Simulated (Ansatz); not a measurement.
Two structures of BH$_{6}$O$_{3}$F, singlet, reached by relaxing down either side of one saddle point (PBE0-D4/def2-TZVP). Energies are electronic, without zero-point energy. Program: Ansatz 0.2.0. Basis: def2-TZVPP and def2-QZVPP. Cores are frozen in the correlated methods. Extrapolation: Hartree–Fock as exp(−7.88 √X), correlation as X^−2.97. First:

| atom | x (Å) | y (Å) | z (Å) |
| --- | --- | --- | --- |
| B1 | -0.0256 | -0.1812 | -1.1022 |
| H2 | 1.0873 | -0.5886 | -1.2193 |
| O3 | -1.1389 | -0.8694 | -1.4553 |
| O4 | -0.1958 | 1.1381 | -0.7288 |
| H5 | 0.7427 | -0.2274 | 1.6681 |
| O6 | 0.2898 | -1.0267 | 1.3648 |
| H7 | 0.6680 | 1.5916 | 0.5534 |
| F8 | 1.1244 | 1.6747 | 1.3852 |
| H9 | -0.9556 | -1.7763 | -1.7063 |
| H10 | -1.1262 | 1.3865 | -0.7029 |
| H11 | -0.4701 | -1.1214 | 1.9433 |

Second:

B1  (-1.039, -0.248, -0.133)
H2  (2.106, 1.968, -0.767)
O3  (-0.352, -0.914, -1.089)
O4  (-2.305, 0.207, -0.332)
H5  (1.077, -0.600, 1.151)
O6  (-0.451, -0.012, 1.100)
H7  (2.223, 1.319, -0.417)
F8  (1.846, -1.029, 0.802)
H9  (0.538, -1.168, -0.817)
H10  (-2.634, 0.004, -1.211)
H11  (-1.010, 0.472, 1.712)
(Å)

(1) Which bonds change from the first to the second?

(2) Give the saddle point's structure and its height above each. (Judge from chemistry; the value comes from the calculation.)

The T1 diagnostic stays at or below 0.013.

Results:

(1) BH₃O₂ ([OH][BH][OH]) + H₂O + HF → BH₃O₃ ([OH][B]([OH])[OH]) + HF + H₂; bonds formed: B1–O6, H2–H7, H5–F8; bonds broken: B1–H2, H5–O6, H7–F8.

(2) By the calculation: 123.4 kJ/mol above the first and 206.6 kJ/mol above the second (CCSD(T) at an estimated basis limit (MP2 extrapolated from triple and quadruple zeta, plus CCSD(T) − MP2 in triple zeta)).
| atom | x (Å) | y (Å) | z (Å) |
| --- | --- | --- | --- |
| B1 | -0.4202 | -0.0257 | -0.3729 |
| H2 | 0.7795 | 0.7224 | -0.6494 |
| O3 | -0.4907 | -0.9749 | -1.3787 |
| O4 | -1.4548 | 0.8918 | -0.2682 |
| H5 | 0.8784 | -0.2028 | 1.2988 |
| O6 | -0.1303 | -0.5703 | 1.0338 |
| H7 | 1.3923 | 0.6456 | 0.0716 |
| F8 | 1.9679 | 0.3779 | 1.1106 |
| H9 | 0.2333 | -1.6018 | -1.3940 |
| H10 | -1.9524 | 0.9635 | -1.0847 |
| H11 | -0.8031 | -0.2258 | 1.6332 |

Labels in which every atom is bracketed show which atoms are joined, not bond orders.

For scale, one of the runs: CCSD(T)/def2-TZVPP, 239 basis functions (an equivalent command: `ansatz run in.yaml --threads 4`). The run took 2.4 min on 4 CPU threads (shared host), with 5.2 GiB of host memory at its peak.
